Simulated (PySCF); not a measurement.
# GeSb: from constants to spectrum

PBE0 constants of GeSb, ²Π (doublet), unpaired electrons π ↑ (Ge x2c-SVPall, Sb x2c-SVPall; spin-free X2C with a Gaussian nucleus (PySCF 2.14); masses 73.9212 and 120.9038 u):

```
ωe            : 295.7 cm⁻¹
ωexe          : 1.05 cm⁻¹
Be            : 0.06194 cm⁻¹
αe            : 0.000183 cm⁻¹
De to Ge + Sb : 2.64 eV
```

Question: What force constant and bond length do these constants imply?

Answer: Reduced mass μred = 45.874 u; k = 5.8918×10⁻⁷·μred·ωe² (u, cm⁻¹, mdyn/Å) = 2.36 mdyn/Å; Re = √(16.8576/(μred·Be)) (u, cm⁻¹, Å) = 2.436 Å.

Question: Estimate the centrifugal constant D from the Kratzer relation and find the Dunham coefficient a1.

Answer: D = 4Be³/ωe² = 1.09e-08 cm⁻¹; a1 = −1 − αeωe/(6Be²) = -3.35.

Spin–orbit coupling is left out, which matters for elements this heavy, above all for dissociation energies. The state is the lowest determinant that a PBE0 search found; another state may lie lower at other levels.
